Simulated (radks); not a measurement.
The numbers below are computed, except where a source is named.
Problem. All-electron atom: Re XXIII in [Kr] 4d10 4f7 (the NIST ground configuration). Code: a radial shooting solver on a logarithmic mesh with Libxc functionals. Model: scalar-relativistic Kohn-Sham, PBEsol, spin-polarised, spherical densities, finite nucleus; open shells are filled with parallel spins first (spin-orbit coupling, left out, can overturn this in heavy ions); Fermi nuclear charge, rms radius 5.3698 fm. Some entries of the table are withheld. Estimate them.

| orbital | occ. | eigenvalue (eV) | <1/r> (bohr^-1) |
|---|---|---|---|
| 1s down | 1 | -72237.39 | 88.69 |
| 1s up | 1 | -72237.37 | 88.69 |
| 2s up | 1 | -13043.39 | 20.75 |
| 2s down | 1 | -13043.13 | 20.75 |
| 2p up | 3 | -11466.68 | 18.75 |
| 2p down | 3 | -11466.49 | 18.75 |
| 3s up | 1 | -3503.785 | 7.692 |
| 3s down | 1 | -3497.312 | 7.703 |
| 3p up | 3 | -3038.464 | 7.089 |
| 3p down | 3 | -3031.954 | 7.100 |
| 3d up | 5 | -2509.880 | 6.692 |
| 3d down | 5 | -2504.887 | 6.702 |
| 4s up | 1 | -1197.455 | 3.378 |
| 4s down | 1 | -1186.901 | 3.370 |
| 4p up | 3 | -1039.265 | 3.100 |
| 4p down | 3 | -1029.110 | 3.091 |
| 4d up | 5 | -841.9979 | (1) |
| 4d down | 5 | -831.9978 | (2) |
| 4f up | 7 | -623.9238 | 2.530 |
| 4f down | 0 | -613.1984 | 2.519 |
| 5s up | 0 | (3) | (4) |
| 5s down | 0 | (5) | (6) |
| 5p up | 0 | -506.5954 | 1.559 |
| 5p down | 0 | -501.6772 | 1.547 |

Solution. 
(1) 4d up <1/r> (bohr^-1): 2.829
(2) 4d down <1/r> (bohr^-1): 2.819
(3) 5s up eigenvalue (eV): -565.4296
(4) 5s up <1/r> (bohr^-1): 1.685
(5) 5s down eigenvalue (eV): -559.9273
(6) 5s down <1/r> (bohr^-1): 1.673
